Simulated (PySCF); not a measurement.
# Ionising BeI

UHF-CCSD(T); Be x2c-SVPall, I x2c-SVPall; spin-free X2C with a Gaussian nucleus (PySCF 2.14). Neutral (UHF): doublet (σ ↑), Re = 2.234 Å, ωe = 591 cm⁻¹, De = 2.09 eV.

BeI⁺ (RHF): singlet (closed shell), Re = 2.125 Å, ωe = 704 cm⁻¹, De = 3.09 eV to Be⁺ + I. The energies at the minima are -7126.67474 hartree for BeI and -7126.37440 for BeI⁺.

(1) Work out the adiabatic ionisation energy, without and with harmonic zero-point energies (1 hartree = 27.2114 eV, 1 eV = 8065.5 cm⁻¹), and the change of the bond length.

Correlated steps freeze 18 core orbitals. Correlated levels converge slowly with the basis: in double zeta they bind strong bonds too weakly, by up to about 1 eV, and carry superposition errors of some tenths. Spin–orbit coupling is left out, which matters for elements this heavy, above all for dissociation energies. For an ion De counts to the pair picked by the measured ionisation energies or electron affinities, which need not be the lowest pair at this level. Where the molecule has an RHF reference, its open-shell atoms are computed with UHF. States were picked by a PBE0 search and need not be the measured ground states.

Neutral and ion stand on different kinds of reference determinant, which adds to the error of the difference.

Answers

(1) At CCSD(T): 0.30034 hartree = 8.173 eV between the minima; the zero-point term (704.0 − 591.0)/2 cm⁻¹ = +0.007 eV makes it 8.180 eV. Re changes by -10.9 pm against the neutral. The electron leaves a σ orbital, and the shorter bond of the ion fits an antibonding orbital, or a change in how ionic the bond is.
